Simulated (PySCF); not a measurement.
## CH10GeN2SSi: core ionisation energies

CH10GeN2SSi.
Z-matrix (Å and degrees, PBE0-D3(BJ)/def2-SVP geometry), rows numbered from 1:
```
C 
S   1  1.8239
Ge  2  2.2174  1   99.40
N   3  1.8253  2  105.65  1    50.72
N   3  1.8327  2  116.06  1   -63.78
Si  5  1.7417  3  127.96  2    66.07
H   1  1.0984  2  107.11  3  -159.42
H   1  1.0989  2  110.60  3   -40.46
H   1  1.0992  2  111.08  3    81.75
H   3  1.5432  2  105.42  1   177.83
H   4  1.0155  3  115.59  2    57.84
H   4  1.0161  3  115.36  2  -171.42
H   5  1.0171  3  112.64  2   -89.62
H   6  1.4908  5  108.54  3    39.39
H   6  1.4961  5  108.90  3   159.17
H   6  1.5010  5  114.45  3   -81.11
```

Computed, not measured: PySCF 2.14.0, delta-SCF UKS SCAN, pcX-2 on the ionised atom, pcseg-1 elsewhere, spin-free X2C. Binding energies are ΔSCF values: E(core-ionised, relaxed orbitals) − E(ground state) at a fixed geometry, referred to the vacuum level.

Question: Give the core binding energies atom by atom.

Answer: 
```csv
atom(s),environment,level,binding energy (eV),2p1/2 (eV),above the level's lowest (eV),count
Si6,SiH3 silicon,Si 2p3/2,106.85,107.47,0.00,1
C1,S-methyl carbon,C 1s,291.00,–,0.00,1
N5,silicon-bound nitrogen,N 1s,403.95,–,0.00,1
N4,nitrogen bonded to Ge and 2 H,N 1s,404.46,–,+0.51,1
Si6,SiH3 silicon,Si 1s,1846.72,–,0.00,1
S2,sulfur bonded to C and Ge,S 1s,2476.19,–,0.00,1
```

The listed N 1s values span 0.51 eV, from N5 (bonded to H, Ge and Si) to N4 (bonded to 2 H and Ge).

Question: Which photon energy gives electrons from C 1s of C1 a kinetic energy of 20 eV, and what is their de Broglie wavelength?

Answer: hν = 291.00 + 20 = 311.00 eV, recoil neglected; λ = 12.264 Å/√(E/eV) = 2.74 Å.

Question: Which effective nuclear charge Zeff reproduces each element's mean 1s value in the hydrogen-like formula E = 13.606 eV × Zeff²?

Answer: C (Z = 6): mean 291.0 eV, Zeff = 4.62, Z − Zeff = 1.38; N (Z = 7): mean 404.2 eV, Zeff = 5.45, Z − Zeff = 1.55; Si (Z = 14): mean 1846.7 eV, Zeff = 11.65, Z − Zeff = 2.35; S (Z = 16): mean 2476.2 eV, Zeff = 13.49, Z − Zeff = 2.51. Means run over the listed sites, weighted by atom count.

Not every level is listed. The 2p values aren't plain energy differences: one relaxed spin-free 2p hole is combined with a matrix within the shell (ground-state 2p orbital-energy differences and spin–orbit coupling). 2p3/2, the mean of its two sublevels, lies a third of the splitting below the shell's mean and 2p1/2 two thirds above it; the statistical areas are 2:1. 2p1/2 minus 2p3/2 (ligand field included): Si 0.62 eV. No level of germanium is listed. One conformer (not necessarily the lowest) at the PBE0-D3(BJ)/def2-SVP geometry, without solvent, vibrations or thermal averaging.
